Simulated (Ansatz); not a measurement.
Reaction (silylene formation by 1,1-elimination): `BrC[SiH2]Br` → `BrCBr` + `[SiH2]`

Program: Ansatz. Geometries: PBE0-D4/def2-TZVP. ΔE: electronic, gas phase. CCSD(T)/CBS adds triple-zeta CCSD(T) − MP2 to the extrapolated MP2 energy (def2 sets, frozen cores). This one scheme is used for every species. Functionals use def2-TZVPP. B3LYP here is the variant with VWN-RPA as its local correlation; programs differ in this. For Br outer-core shells are correlated without core-valence functions, which leaves a few kJ/mol of doubt a bond. Scalar relativity is left out up to krypton. Each species was taken in one conformer, which may not be the lowest.

```
 level  ΔE (eV)
r2SCAN     4.32
 B3LYP     3.90
```

Problem. What does CCSD(T)/CBS give? (Best estimate.)

Solution. Ansatz gave: +4.16 eV. The listed levels differ from it by 0.16, -0.26 eV.

Largest T1 diagnostic among the species: 0.014.

The D4 term adds +0.13 eV with B3LYP and +0.07 eV with PBE0; it sums over pairs of atoms, weighted by their polarisabilities, and B3LYP, whose exchange is more repulsive, gets the larger term. From PBE to PBE0 (25 % exact exchange), in def2-TZVPP and without D4, ΔE moves by +0.17 eV.
